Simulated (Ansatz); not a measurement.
Q: Name a neutral molecule of C, Cl, F, O, Si and H with HOMO energy (PBE/def2-TZVPP) between -7.10 and -6.80 eV and size of the dipole moment (ωB97M-V/def2-TZVPP) between 1.45 and 1.75 D (Ansatz, PBE0-D4/def2-TZVP geometry).

A: `O[SiH](F)CCl` (-7.04 eV, 1.69 D); `F[Si]1(Cl)CO1` (-6.90 eV, 1.69 D). Other molecules can fit too; these were computed, each in one conformer that needn't be the lowest.
